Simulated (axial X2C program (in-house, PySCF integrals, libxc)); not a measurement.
## NaSr⁻: cheaper levels and CCSD(T), two-component

Computed with an axial X2C code built on PySCF integrals. Two-component (2c) means X2C with spin–orbit coupling and atomic mean-field two-electron Coulomb and Gaunt terms. Basis: Sr dyall-acv3z [14s13p9d6f1g], Na dyall-av3z [10s9p5d2f] (cores contracted in-house); Gaussian nuclei, density fitting, unrestricted open shells. Masses: Sr 87.906 u, Na 22.990 u.

State: Ω = 0 (closed shell); fragments Sr + Na-.

```csv
level,Re (Å),ωe (cm⁻¹),De (eV)
PBE0,4.136,77.3,0.505
HF,4.524,55.9,0.232
MP2,4.260,73.8,0.431
CCSD,4.229,76.5,0.451
B3LYP,4.180,69.6,0.358
```

Correlated methods: 4 electrons correlated (number of frozen shells: Sr 4 s, 3 p, 1 d; Na 2 s, 1 p), 334 virtual spin orbitals or spinors in MP2, 90 natural virtuals in coupled cluster.

CCSD(T), same Hamiltonian and basis:

Re = 4.197 Å, ωe = 79.2 cm⁻¹, De = 0.52 eV; T1 = 0.038 (Lee–Taylor normalisation).

Problem. Give the differences from CCSD(T) in the columns below.

Solution. 

```csv
level,ΔRe (Å),Δωe (cm⁻¹),ΔDe (eV)
PBE0,-0.061,-1.9,-0.01
HF,0.327,-23.3,-0.29
MP2,0.063,-5.4,-0.09
CCSD,0.032,-2.7,-0.07
B3LYP,-0.017,-9.6,-0.16
```

The state is a single determinant with fixed occupations, the lowest that a limited PBE0 search found. De is counted from the lowest determinant-based energies of the atoms at the same level, without counterpoise correction. Coupled cluster ran in a truncated set of natural virtual spinors; the MP2 energy of the rest was added. (T) has no such correction and the atoms are truncated less, which lowers De at CCSD(T) by a hundredth of an eV or more. The outer-core s and p shells of the metal are frozen in the correlated rows, which leaves out core–valence correlation; for alkali and alkaline-earth bonds that tends to lengthen them. The highest occupied level of some functionals is positive through self-interaction error; at Hartree–Fock it is bound. The T1 diagnostic is large, a sign of multireference character. With the outer-core shells frozen, correlated bond lengths of heavy atoms tend to come out a few hundredths of an ångström too long. Hartree–Fock gets electron affinities wrong, so its lowest charge split need not be the true one.
